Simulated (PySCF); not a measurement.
**C₆ coefficients of unlike pairs at PBE0**

Calculated with PySCF 2.14 from the dipole response of each species, C₆(A,B) = (3/π) ∫ α_A(iu) α_B(iu) du, in atomic units, from isotropic polarisabilities. For ions this is the dispersion term alone; charge-induced terms of lower order in 1/R come first.

```
species           configuration                                                                                              basis      relativity  α (bohr³)  C₆ (like pair)
    Ta⁺  [Xe] 4f14 5d3 6s1 (5F)                                                          aug-cc-pVTZ-PP with ECP60MDF (6s6p5d3f2g)  core potential      42.96           372.5
     Ag      [Kr] 4d10 5s1 (2S)  aug-cc-pVTZ-PP with one added diffuse shell each of s, p, d, f, g type with ECP28MDF (7s7p6d4f3g)  core potential      51.88           411.7
    Au⁺     [Xe] 4f14 5d10 (1S)  aug-cc-pVTZ-PP with one added diffuse shell each of s, p, d, f, g type with ECP60MDF (7s7p6d4f3g)  core potential      13.64           101.1
    Ar⁺       [Ne] 3s2 3p5 (2P)                                                                            dyall-av3z (19s12p3d2f)            none      6.858           31.10
```

Task: Estimate C₆ for Ar⁺ with Ta⁺.

Result: The integral gives 96.90. The combination rule 2 C_A C_B / (C_A α_B/α_A + C_B α_A/α_B) gives 91.13 and the geometric mean 107.6.

No spin-orbit coupling is included.

The other pairs:

```tsv
pair	C₆
Ag, Ta⁺	389.7
Ar⁺, Ag	98.66
Au⁺, Ta⁺	178.2
Ar⁺, Au⁺	55.85
Au⁺, Ag	182.4
```
